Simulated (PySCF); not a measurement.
Si(13+) (silicon, charge +13) across methods

1s1, 2S determinant. All numbers are calculated (PySCF 2.14, the spin-free X2C one-electron Hamiltonian (Gaussian nucleus), in an even-tempered Gaussian basis (17 s from 7.3 bohr⁻², ratio 2.2; 7 p from 11 bohr⁻², ratio 2.4; 4 d from 34 bohr⁻², ratio 2.4; 3 f from 51 bohr⁻², ratio 2.4; 3 g from 76 bohr⁻², ratio 2.4)).

```csv
method,E (hartree),mean ε 1s α (eV),Σ⟨r²⟩ (bohr²),⟨S²⟩
B97-3,-98.2327,-2608.0,0.01522,0.750
r2SCAN,-98.2587,-2594.6,0.01521,0.750
UHF,-98.25693,-2673.7,0.01517,0.750
revPBE,-98.2396,-2585.0,0.01525,0.750
PBE,-98.1752,-2584.1,0.01526,0.750
LDA,-97.6882,-2573.2,0.01533,0.750
PBE0,-98.1970,-2606.6,0.01524,0.750
```

For one electron the Hartree and exchange-correlation energies should cancel; what remains is the self-interaction error.
